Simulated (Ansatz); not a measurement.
Born–Oppenheimer molecular dynamics of C2H8F2Si2 (14 atoms, charge 0, multiplicity 1). It starts from a relaxed structure.

These are results of UKS PBE-D4/STO-3G in Ansatz, not measurements.

* ensemble: NVT, Langevin thermostat
* time step: 0.5 fs
* steps asked: 166
* set temperature: 1000 K
* friction: 0.005 /fs
* seed: 261932

First frame:

```xyz
14
Properties=species:S:1:pos:R:3
F -1.464 -1.329 2.205
C -1.992 -1.096 0.909
Si -0.957 0.126 -0.179
F -1.281 1.691 0.247
C 0.885 -0.238 0.015
Si 2.034 1.050 -0.738
H -3.046 -0.712 0.989
H -2.067 -2.068 0.348
H -1.356 -0.080 -1.577
H 1.089 -1.218 -0.450
H 1.119 -0.351 1.088
H 3.427 0.664 -0.564
H 1.829 2.343 -0.102
H 1.766 1.189 -2.162
```

**Question.** How far do the bonds stretch over the last three quarters of this one trajectory? (Pairs bonded in most of those frames.)

**Answer.** 
```
   bond  mean (Å)  spread (Å)  shortest  longest
  F1–C2     1.425       0.015      1.40     1.46
 C2–Si3     1.967       0.036      1.92     2.05
  C2–H7     1.131       0.026      1.08     1.18
  C2–H8     1.131       0.028      1.08     1.18
 Si3–F4     1.663       0.089      1.54     1.81
 Si3–C5     1.891       0.054      1.79     1.98
 Si3–H9     1.477       0.028      1.43     1.54
 C5–Si6     1.894       0.057      1.79     1.99
 C5–H10     1.107       0.026      1.05     1.17
 C5–H11     1.112       0.035      1.05     1.17
Si6–H12     1.463       0.048      1.38     1.55
Si6–H13     1.459       0.042      1.38     1.56
Si6–H14     1.471       0.077      1.35     1.61
```

Mean temperature of the second half: 695 K. The mean temperature of the second half is 31 % below the set value. A run of 0.083 ps of so small a system gives no equilibrium averages. Limits of this set-up: minimal basis.

The run took 14 min on 1 thread of Arm Neoverse V1 (shared host), peak memory 0.13 GiB.
